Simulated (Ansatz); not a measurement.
Cartesian coordinates in Å:
```
N 0.950 0.638 -2.262
Ga 0.321 -0.510 -1.025
O -0.136 0.319 0.489
Si -0.748 -0.022 1.955
H 1.260 0.373 -3.179
H 1.025 1.627 -2.096
H 0.164 -2.042 -1.177
H -2.023 0.716 2.165
H -1.025 -1.481 2.110
H 0.212 0.382 3.019
```

The species carries charge 0 and has multiplicity 1.

Q: List the ωB97M-V/def2-TZVPP orbital energies in eV (Ansatz 0.2.0). (An estimate is asked.)

A: Ansatz gave: Occupied: -10153.51, -1806.95, -1256.98, -1111.19, -1111.07, -1111.05, -525.53, -394.17, -154.46, -147.94, -106.98, -106.72, -106.68, -102.08, -102.05, -102.05, -29.73, -26.82, -25.97, -25.97, -25.93, -25.73, -25.08, -17.67, -16.06, -15.59, -13.48, -13.17, -13.00, -11.86, -10.81, -10.66, -9.93. Lowest empty: 1.25, 1.64, 2.19, 3.40, 3.62, 3.81, 3.84, 4.02.
